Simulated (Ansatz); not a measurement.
`[SiH3][CH2][AlH][SiH3]` + `OBN[SiH3]` → `OBN([SiH3])[SiH3]` + `[CH3][AlH][SiH3]`  (ligand exchange at the Si–C bond)

Calculated with Ansatz (gas phase, PBE0-D4/def2-TZVP geometries, no zero-point term in ΔE). CCSD(T)/CBS is the MP2 limit (def2-TZVPP, def2-QZVPP) plus CCSD(T) − MP2 in def2-TZVPP, frozen cores. Functionals use def2-TZVPP. B3LYP here is the variant with VWN-RPA as its local correlation; programs differ in this. One conformer a species, not always the lowest.

`[SiH3][CH2][AlH][SiH3]`:

Cartesian coordinates in Å:
```
Si -1.994 0.489 -1.553
C -0.303 -0.065 -1.004
Al 0.042 0.124 0.914
Si 2.244 -0.528 1.792
H -2.213 0.331 -3.019
H -3.043 -0.299 -0.849
H -2.196 1.926 -1.215
H -0.149 -1.118 -1.275
H 0.470 0.493 -1.547
H -1.098 0.691 1.868
H 2.388 -0.347 3.264
H 3.326 0.265 1.136
H 2.527 -1.962 1.488
```

`OBN[SiH3]`:

Z-matrix (Å, degrees):
```
Si
N 1 1.742
H 1 1.487 2 106.6
H 1 1.485 2 111.7 3 -119.1
H 1 1.485 2 111.6 3 119.1
B 2 1.410 1 125.7 3 -179.6
H 2 1.007 1 117.3 3 0.4
O 6 1.369 2 117.2 1 -0.0
H 6 1.201 2 121.4 1 179.9
H 8 0.957 6 113.4 2 180.0
```

`OBN([SiH3])[SiH3]`:

Z-matrix (Å, degrees):
```
Si
N 1 1.742
H 1 1.487 2 110.5
H 1 1.487 2 110.5 3 -119.3
H 1 1.483 2 108.7 3 120.4
B 2 1.420 1 121.9 3 -120.5
Si 2 1.753 1 119.4 3 59.5
O 6 1.367 2 117.4 1 180.0
H 6 1.201 2 121.7 1 -0.0
H 7 1.483 2 111.5 1 -118.3
H 7 1.483 2 111.5 1 118.5
H 7 1.488 2 106.0 1 0.1
H 8 0.958 6 113.7 2 180.0
```

`[CH3][AlH][SiH3]`:

```xyz
10

C     0.563    1.822    0.039
Al   -0.688    0.387   -0.397
Si   -0.167   -1.948    0.181
H     0.073    2.582    0.659
H     1.457    1.481    0.566
H     0.884    2.334   -0.875
H    -2.050    0.750   -1.138
H     0.050   -2.099    1.651
H     1.101   -2.385   -0.476
H    -1.224   -2.923   -0.210
```

| level | ΔE (kJ/mol) |
| --- | --- |
| B3LYP-D4 | -41.1 |
| PBE0 | -32.7 |

(1) What does CCSD(T)/CBS give? (An estimate is asked.)

Largest T1 diagnostic among the species: 0.012.

Results:

(1) Ansatz gave: -40.5 kJ/mol. The listed levels differ from it by -0.6, 7.8 kJ/mol.

The D4 term adds −4.4 kJ/mol with B3LYP and −2.4 kJ/mol with PBE0; it sums over pairs of atoms, weighted by their polarisabilities, and B3LYP, whose exchange is more repulsive, gets the larger term.
